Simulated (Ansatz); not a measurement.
A nudged elastic band was laid between two geometries of BF2H + BrH (6 atoms, charge 0, multiplicity 1).

All numbers below come from RKS PBE/def2-SVPD in Ansatz 0.2.0.

```yaml
movable_images: 9
climbing_image: yes
spring: 5.0 eV/Å²
optimiser: quadratic models (default)
start_path: through a guess of the saddle point
force_threshold: 0.5 eV/Å
iteration_limit: 60
end_points: relaxed
```

Initial state:

```xyz
6
Properties=species:S:1:pos:R:3
B -0.012 0.480 -0.174
H -0.019 0.865 0.968
F 1.129 0.325 -0.842
F -1.149 0.253 -0.831
Br 0.092 -2.700 1.077
H 0.095 -2.309 2.460
```

Final state:

```xyz
6
Properties=species:S:1:pos:R:3
B 0.020 -0.638 -0.528
H 0.007 0.389 2.288
F 1.143 0.068 -0.586
F -1.145 -0.001 -0.570
Br 0.079 -2.547 -0.412
H 0.032 -0.357 2.466
```

Which bonds break or form, and what moves?

Bonds broken: B1–H2, Br5–H6. Bonds formed: B1–Br5, H2–H6. BF2H + BrH becomes BBrF2 + H2.

What energy profile does the band end with?

The forces met the threshold. The highest image is number 5 of 0 to 10, 19.2 kcal/mol above the first end and 27.5 kcal/mol above the last; the last end lies 8.3 kcal/mol below the first. The threshold of 0.5 eV/Å is loose, so the images may lie well off the minimum-energy path. The order of the point at the top wasn't checked. The orbitals stay closed-shell, which can raise the energy where a bond breaks towards radicals; this wasn't checked here.

| image | path coordinate (Å) | energy (kcal/mol) | B1–H2 (Å) | Br5–H6 (Å) | B1–Br5 (Å) |
| --- | --- | --- | --- | --- | --- |
| 0 | 0.00 | 0.0 | 1.20 | 1.44 | 3.42 |
| 1 | 0.49 | 0.2 | 1.21 | 1.44 | 3.35 |
| 2 | 0.97 | 1.2 | 1.20 | 1.43 | 3.33 |
| 3 | 1.46 | 2.9 | 1.21 | 1.44 | 3.11 |
| 4 | 1.95 | 9.2 | 1.23 | 1.49 | 2.69 |
| 5 | 2.44 | 19.2 | 1.33 | 1.71 | 2.23 |
| 6 | 2.85 | 8.2 | 1.58 | 2.09 | 2.03 |
| 7 | 3.27 | -1.8 | 1.98 | 2.44 | 1.95 |
| 8 | 3.68 | -6.5 | 2.36 | 2.82 | 1.92 |
| 9 | 4.10 | -8.0 | 2.72 | 3.17 | 1.92 |
| 10 | 4.51 | -8.3 | 3.00 | 3.62 | 1.91 |

What is the geometry of the highest image?


```xyz
6
Properties=species:S:1:pos:R:3
B 0.013 -0.216 0.117
H 0.006 0.212 1.374
F 1.171 0.116 -0.480
F -1.169 0.048 -0.468
Br 0.078 -2.379 0.654
H 0.037 -0.867 1.461
```

Time of the run: 2 min on 4 threads of AMD EPYC 7B13 (Zen 3), on a shared host, peak memory 0.19 GiB.
